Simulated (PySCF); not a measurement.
Compound: C₄H₁₀Si₂.
SMILES: `C([SiH2]C)C#C[SiH3]`

Method used: PySCF 2.14.0, density-fitted response routines, TDDFT PBE0/def2-SVPD, vertical, gas phase, core orbitals frozen in the response. The structure is a single GFN2-xTB conformer in the gas phase; no vibrational or solvent corrections. Torsions of this conformer, `[CH3:1][SiH2:2][CH2:3][C:4]#[C:5][SiH3:6]`: C1–Si2–C3–C4 -56°.

Broadening: Gaussians 0.3 eV wide at half height, area fixed by f = 4.319×10⁻⁹ ∫ε dν̃. The width is an assumption, not a result. The curve ends short of the highest state used, and states not computed would add to its high-energy end.

λ (nm), ε (L mol⁻¹ cm⁻¹) and a bar:
```
    181.0        853 ########
    182.4        589 ######
    183.8        452 ####
    185.2        383 ####
    186.6        330 ###
    188.0        267 ###
    189.4        202 ##
    190.8        160 ##
    192.2        177 ##
    193.6        295 ###
    195.0        557 #####
    196.4        990 ##########
    197.8       1569 ###############
    199.2       2205 ######################
    200.6       2748 ###########################
    202.0       3054 ##############################
    203.4       3037 ##############################
    204.8       2716 ###########################
    206.2       2195 ######################
    207.6       1611 ################
    209.0       1080 ###########
    210.4        667 #######
    211.7        400 ####
    213.1        218 ##
    214.5        114 #
    215.9         59 #
    217.3         31 
    218.7         17 
    220.1          9 
    221.5          5 
    222.9          3 
    224.3          1 
    225.7          1 
    227.1          0 
    228.5          0 
    229.9          0
```

Task: Where are the band maxima, and which computed states make them?

Result: 203 nm (6.12 eV), ε about 3100, made up of S2 (98%) (ε in L mol⁻¹ cm⁻¹; maxima over ε = 5, shares over 10%). At its high-energy end, 6.85 eV, the curve is still rising (ε about 850, from S4, S5 and S6). The states used: S1 5.84 eV (f 0.0003); S2 6.12 eV (f 0.034); S3 6.20 eV (f 0.0008); S4 6.67 eV (f 0.0034); S5 6.98 eV (f 0.011); S6 7.14 eV (f 0.025); S7 7.39 eV (f 0.151); S8 7.45 eV (f 0.085).

Task: On this curve, what absorbance would a 10⁻³ mol/L sample give at 193 nm over a 1 cm path?

Result: 193 nm is 6.424 eV, where ε is about 230 L mol⁻¹ cm⁻¹, so A = ε c l ≈ 0.23 (Beer–Lambert, with the gas-phase spectrum and the assumed width).

Task: What would ε be at 6.12 eV, the highest of these maxima, with half the width (0.15 eV)?

Result: About 6110 L mol⁻¹ cm⁻¹ against 3090, a factor of about 1.98; a lone state at its own centre would give exactly 2.

Task: Coming from long wavelengths, where does ε first pass 100 L mol⁻¹ cm⁻¹?

Result: At about 215 nm (5.77 eV), 0.07 eV below S1.
